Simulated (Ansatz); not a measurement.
System: C6H8N, charge 0, multiplicity 2. It need not be the lowest isomer of its formula. 
Geometry from a B3LYP-D3(BJ)/def2-TZVP (Ansatz, a program for electronic structure) optimisation:
```xyz
15

C      2.5330    -0.5938     0.1312
C      1.1704    -0.0431    -0.0960
C      0.7075     1.0405    -0.7803
C     -0.6970     1.1433    -0.6997
C     -1.1001     0.0703     0.0700
N      0.0274    -0.6331     0.4258
C     -2.4615    -0.3528     0.5022
H      2.6349    -1.6094    -0.2629
H      2.7907    -0.6226     1.1942
H      3.2675     0.0329    -0.3718
H     -1.3432     1.8868    -1.1341
H      0.0235    -1.4658     0.9902
H     -2.7149    -1.3520     0.1350
H     -3.2049     0.3408     0.1120
H     -2.5590    -0.3652     1.5921
```
Charge 0, spin multiplicity 2.

Property: atomisation energy (electronic, to ground-state atoms), in eV. Correlated levels leave the core frozen unless marked. Open shells are spin-unrestricted. No spin-orbit coupling. Non-relativistic unless marked X2C. The coupled-cluster limit lacks core correlation, which all-electron functionals hold. CBS(X,Y): correlation extrapolated as X^-3; Hartree-Fock from the larger set. [CCSD(T)-MP2]/basis is that difference in the basis named.

| level | program | atomisation energy (eV) | minus last row |
|---|---|---|---|
| HF/6-31G | Ansatz | 45.88 | -20.74 |
| BLYP-D4/def2-TZVPD | Ansatz + dftd4 | 67.09 | 0.47 |
| revPBE/def2-TZVPD | Ansatz | 66.45 | -0.17 |
| HSE06-D4/def2-TZVPD | Ansatz + dftd4 | 68.07 | 1.45 |
| CAM-B3LYP-D3(BJ)/def2-TZVPD | Ansatz + dftd3 | 67.23 | 0.61 |
| LC-wPBE/def2-TZVPD | Ansatz | 67.26 | 0.64 |
| MP2/6-31G* | Ansatz | 62.19 | -4.43 |
| CCSD(T)/cc-pVDZ | Ansatz | 61.56 | -5.06 |
| X2C-CCSD(T)/cc-pVTZ-DK | Ansatz | 64.84 | -1.78 |
| RI-MP2/CBS(cc-pVTZ,cc-pVQZ)+[CCSD(T)-MP2]/cc-pVTZ | Ansatz | 66.62 | 0.00 |

The UHF reference is spin-contaminated (<S^2> 0.21 over the pure value in the largest basis).
